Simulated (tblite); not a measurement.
Species: C4H8BClO.
SMILES with atom numbers: `[CH2:1]=[CH:2][B:3]([Cl:4])[O:5][CH2:6][CH3:7]` (hydrogens: H8, H9 on C1; H10 on C2; H11, H12 on C6; H13, H14, H15 on C7)

Computed with GFN2-xTB (tblite), gas phase: L-BFGS steps from a force-field or distance-geometry start until the largest atomic force falls under 0.01 eV/Å.

Step 30: E = -613.0874 eV
```
atom  x, y, z in Å  |  force x, y, z in eV/Å
C1      3.2071    0.4609    0.5040   -0.011   0.041  -0.029
C2      2.0526    0.8251   -0.0427   -0.051  -0.069  -0.030
B3      0.8836   -0.1692   -0.3510   -0.023  -0.055  -0.026
Cl4     1.2765   -1.8051   -0.8788    0.037  -0.011   0.052
O5     -0.3821    0.2062   -0.2607    0.150   0.047  -0.028
C6     -1.5088   -0.5970   -0.5705    0.074   0.028   0.006
C7     -2.7484    0.1033   -0.0481   -0.049  -0.009   0.014
H8      4.0193    1.1496    0.6706   -0.026   0.051   0.046
H9      3.3837   -0.5573    0.8177   -0.005   0.038  -0.082
H10     1.8915    1.8622   -0.3224    0.100  -0.073   0.091
H11    -1.3861   -1.5902   -0.1246   -0.036  -0.003   0.015
H12    -1.5523   -0.7195   -1.6574   -0.038   0.011  -0.060
H13    -2.7472    0.0978    1.0383   -0.048   0.024   0.002
H14    -2.7540    1.1329   -0.3917   -0.002   0.053  -0.005
H15    -3.6398   -0.3917   -0.4159   -0.071  -0.074   0.034
```

Step 31: E = -613.0901 eV
```
atom  x, y, z in Å  |  force x, y, z in eV/Å
C1      3.2116    0.4650    0.4993   -0.037   0.034   0.021
C2      2.0511    0.8195   -0.0414   -0.030  -0.064  -0.017
B3      0.8870   -0.1820   -0.3491    0.008   0.021  -0.020
Cl4     1.2766   -1.8108   -0.8780    0.065  -0.096   0.030
O5     -0.3769    0.1972   -0.2599    0.063   0.089  -0.015
C6     -1.5094   -0.5964   -0.5727    0.055   0.024   0.002
C7     -2.7481    0.1061   -0.0474   -0.021   0.003  -0.011
H8      4.0180    1.1585    0.6761   -0.044   0.057   0.014
H9      3.3942   -0.5515    0.8134    0.010   0.012  -0.093
H10     1.8781    1.8563   -0.3136    0.101  -0.063   0.077
H11    -1.3932   -1.5916   -0.1308   -0.032  -0.023   0.015
H12    -1.5538   -0.7132   -1.6609   -0.040   0.010  -0.035
H13    -2.7429    0.1086    1.0391   -0.042   0.010  -0.006
H14    -2.7556    1.1334   -0.3977   -0.004   0.057  -0.003
H15    -3.6411   -0.3912   -0.4096   -0.052  -0.071   0.043
```

Step 32: E = -613.0926 eV
```
atom  x, y, z in Å  |  force x, y, z in eV/Å
C1      3.2147    0.4687    0.4954   -0.048   0.015   0.060
C2      2.0498    0.8136   -0.0417    0.013  -0.041   0.001
B3      0.8902   -0.1924   -0.3485    0.035   0.065  -0.023
Cl4     1.2763   -1.8182   -0.8752    0.078  -0.145   0.017
O5     -0.3710    0.1932   -0.2605   -0.036   0.089  -0.017
C6     -1.5080   -0.5939   -0.5744    0.007   0.016  -0.002
C7     -2.7481    0.1083   -0.0471    0.002   0.017  -0.032
H8      4.0154    1.1664    0.6833   -0.061   0.059  -0.016
H9      3.4020   -0.5471    0.8063    0.033  -0.023  -0.089
H10     1.8689    1.8500   -0.3062    0.082  -0.029   0.057
H11    -1.3982   -1.5908   -0.1343   -0.017  -0.020   0.004
H12    -1.5549   -0.7075   -1.6642   -0.031   0.012   0.006
H13    -2.7408    0.1164    1.0397   -0.033   0.001  -0.018
H14    -2.7592    1.1349   -0.4014   -0.009   0.037   0.000
H15    -3.6417   -0.3937   -0.4045   -0.015  -0.052   0.050
```

Step 33: E = -613.0952 eV
```
atom  x, y, z in Å  |  force x, y, z in eV/Å
C1      3.2167    0.4718    0.4924   -0.028  -0.016   0.094
C2      2.0495    0.8073   -0.0440    0.040   0.000   0.012
B3      0.8937   -0.2003   -0.3503    0.040   0.067  -0.026
Cl4     1.2756   -1.8287   -0.8696    0.072  -0.142   0.018
O5     -0.3647    0.1938   -0.2625   -0.110   0.050  -0.032
C6     -1.5052   -0.5894   -0.5757   -0.051   0.008  -0.006
C7     -2.7483    0.1102   -0.0471    0.017   0.027  -0.040
H8      4.0109    1.1738    0.6928   -0.074   0.056  -0.040
H9      3.4085   -0.5443    0.7960    0.061  -0.058  -0.073
H10     1.8623    1.8435   -0.2991    0.056   0.019   0.034
H11    -1.4010   -1.5875   -0.1355    0.004  -0.005  -0.012
H12    -1.5555   -0.7017   -1.6667   -0.017   0.014   0.045
H13    -2.7405    0.1215    1.0399   -0.021  -0.003  -0.026
H14    -2.7654    1.1369   -0.4034   -0.012   0.009   0.002
H15    -3.6412   -0.3989   -0.4003    0.025  -0.027   0.050
```

Problem. Estimate the geometry and energy of step 34. (The exact step hangs on the optimiser's Hessian estimate; all steps are aligned on step 33, rigid shifts and turns removed.)

Solution. E = -613.0977 eV, largest force 0.141 eV/Å
```
atom  x, y, z in Å  |  force x, y, z in eV/Å
C1      3.2186    0.4745    0.4912   -0.019  -0.044   0.098
C2      2.0496    0.8009   -0.0462    0.066   0.036   0.027
B3      0.8971   -0.2070   -0.3539    0.015   0.036  -0.021
Cl4     1.2764   -1.8425   -0.8633    0.047  -0.082   0.031
O5     -0.3595    0.1951   -0.2645   -0.126  -0.017  -0.060
C6     -1.5033   -0.5849   -0.5770   -0.086  -0.003  -0.004
C7     -2.7484    0.1127   -0.0477    0.013   0.030  -0.026
H8      4.0050    1.1828    0.7014   -0.082   0.045  -0.050
H9      3.4174   -0.5427    0.7847    0.082  -0.073  -0.056
H10     1.8559    1.8374   -0.2905    0.034   0.057   0.016
H11    -1.4041   -1.5849   -0.1374    0.023   0.023  -0.028
H12    -1.5564   -0.6954   -1.6687   -0.006   0.012   0.067
H13    -2.7401    0.1269    1.0398   -0.006   0.000  -0.036
H14    -2.7720    1.1393   -0.4062   -0.014  -0.022   0.002
H15    -3.6406   -0.4042   -0.3947    0.059   0.001   0.041
```

The energy changes by -0.0025 eV. The first-order estimate −F·Δx gives -0.0035 eV and the mean of the old and new forces, exact on a quadratic surface, -0.0026 eV. The step makes an angle of 71° with the force vector and moves no atom by more than 0.015 Å.

The cost below is that of the whole relaxation. Hardware: an Arm Neoverse N1 with one thread, no GPU, shared host with 64 logical CPUs at a one-minute load of 59. Cost: 1.1 s of wall time.
